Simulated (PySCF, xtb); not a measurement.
CaHO, SMILES [OH][Ca], multiplicity 2.

Harmonic wavenumbers (cm⁻¹) from GFN2-xTB (xtb 6.7.1) at its own minimum, in rising order: 254, 254, 535, 3708.

**Question.** What does PBE0-D3(BJ)/def2-TZVPD (PySCF) give at its own minimum? (An estimate is asked for; the answer gives what the named calculation found.)

**Answer.** 335, 335, 630, 3992. Paired by order, the mean absolute difference is 135 cm⁻¹ and the zero-point energies are 6.8 and 7.6 kcal/mol.
